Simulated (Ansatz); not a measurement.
Reaction (cleavage of the Al–B bond): `F[BH][AlH2]` + `C[Si](O)(F)F` → `C[Si](F)(F)[O][AlH2]` + `BF`

Isolated molecules relaxed with PBE0-D4/def2-TZVP in Ansatz; ΔE leaves out vibrations. CCSD(T)/CBS is the MP2 limit (def2-TZVPP, def2-QZVPP) plus CCSD(T) − MP2 in def2-TZVPP, frozen cores. This one scheme is used for every species. DFT in def2-TZVPP. B3LYP here is the variant with VWN-RPA as its local correlation; programs differ in this. Each species was taken in one conformer, which may not be the lowest.

```tsv
level	ΔE (kcal/mol)	difference from CCSD(T)/CBS
B3LYP-D4	-50.7	-0.2
ωB97X-V	-49.2	1.3
B2PLYP	-51.4	-0.9
PBE	-44.1	6.4
r2SCAN	-49.6	0.9
PBE0	-46.1	4.4
MP2/def2-TZVPP	-53.1	-2.6
SCS-MP2/def2-TZVPP	-53.1	-2.6
CCSD/def2-TZVPP	-50.9	-0.4
CCSD(T)/def2-TZVPP	-50.5	0.0
HF/def2-QZVPP	-54.8	-4.3
MP2/def2-QZVPP	-53.3	-2.8
SCS-MP2/def2-QZVPP	-53.2	-2.7
HF/CBS(def2)	-54.9	-4.4
MP2/CBS(def2)	-53.1	-2.6
CCSD/CBS(def2)	-50.9	-0.4
CCSD(T)/CBS	-50.5	0
```

Largest T1 diagnostic among the species: 0.014.

The D4 term adds −1.0 kcal/mol with B3LYP and −0.6 kcal/mol with PBE0; it sums over pairs of atoms, weighted by their polarisabilities, and B3LYP, whose exchange is more repulsive, gets the larger term. From PBE to PBE0 (25 % exact exchange), in def2-TZVPP and without D4, ΔE moves by −2.0 kcal/mol.
